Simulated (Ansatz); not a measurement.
Cost and result for the atomization energy of `CO[SiH2]Br` (9 atoms, 8 bonds).

Cartesian coordinates in Å:
```
C 0.705 0.329 1.149
O -0.542 0.382 0.487
Si -0.859 -0.335 -0.937
Br 0.437 0.483 -2.551
H 1.054 -0.703 1.263
H 0.579 0.767 2.139
H 1.461 0.899 0.601
H -0.572 -1.789 -0.887
H -2.264 -0.033 -1.265
```

Charge 0, multiplicity 1. Correlated methods include outer-core shells of Br, which these sets cover unevenly. Scalar relativity is left out up to krypton. Geometry: relaxed with PBE0-D4/def2-TZVP. It is one conformer, not always the lowest. Program: Ansatz. All runs use 4 threads of an Intel Xeon Platinum 8488C on a shared host. Times are those of one run each, without the atoms' runs, and a repeat can differ threefold. Electronic energies, without spin–orbit coupling; frozen cores. CCSD(T)/CBS adds CCSD(T) − MP2 in def2-TZVPP to the MP2 limit, and its time is that of the two runs behind it. T1 = 0.009. With those shells the extrapolation isn't a true limit. HSE06 is the plane-wave form, built on full-range PBE exchange.

CCSD(T)/CBS is a level of theory with its own doubt, some kJ/mol a heavy atom from the limit and from the frozen cores, so smaller differences don't rank the functionals.

| level | functions | wall time | atomization (kcal/mol) | difference from CCSD(T)/CBS | per bond |
| --- | --- | --- | --- | --- | --- |
| LDA (SPW92)/def2-TZVPP | 222 | 1.2 s | 848.3 | 95.6 | 12.0 |
| PBE-D4/def2-TZVPP (with forces) | 222 | 2 s | 754.4 | 1.7 | 0.2 |
| BHLYP-D4/def2-TZVPP | 222 | 2.2 s | 729.3 | -23.4 | -2.9 |
| CAM-B3LYP-D4/def2-TZVPP | 222 | 2.4 s | 750.3 | -2.4 | -0.3 |
| HSE06-D4/def2-TZVPP | 222 | 2.4 s | 745.0 | -7.7 | -1.0 |
| PBE0-D4/def2-TZVPP | 222 | 2.5 s | 744.5 | -8.2 | -1.0 |
| r2SCAN-D4/def2-TZVPP (with forces) | 222 | 3 s | 750.5 | -2.2 | -0.3 |
| PBE-QIDH/def2-TZVPP | 222 | 3.1 s | 742.6 | -10.1 | -1.3 |
| CCSD(T)/def2-SVP | 103 | 3.1 s | 701.1 | -51.6 | -6.5 |
| ωB97M-V/def2-TZVPP (with forces) | 222 | 6 s | 749.7 | -3.0 | -0.4 |
| MP2/def2-QZVPP | 423 | 13 s | 755.0 | 2.3 | 0.3 |
| CCSD(T)/def2-TZVPP | 222 | 62 s | 731.0 | -21.7 | -2.7 |
| CCSD(T)/CBS(def2) | – | 75 s | 752.7 | 0.0 | 0.0 |

In def2-TZVPP, CCSD(T) changes the Hartree–Fock value by +176.8 kcal/mol (the triples alone add +9.7 kcal/mol) and MP2 by +187.9 kcal/mol; breaking electron pairs costs correlation energy, which Hartree–Fock lacks. From r2SCAN to r2SCAN0 (25 % exact exchange), in def2-TZVPP and without D4, the atomization energy moves by −10.5 kcal/mol: exact exchange takes away binding that semilocal exchange gives to molecules. The D4 term adds +7.1 kcal/mol with B3LYP and +3.7 kcal/mol with PBE0; it sums over pairs of atoms, weighted by their polarisabilities, and B3LYP, whose exchange is more repulsive, gets the larger term.

B3LYP here is the variant with VWN-RPA as its local correlation; programs differ in this.
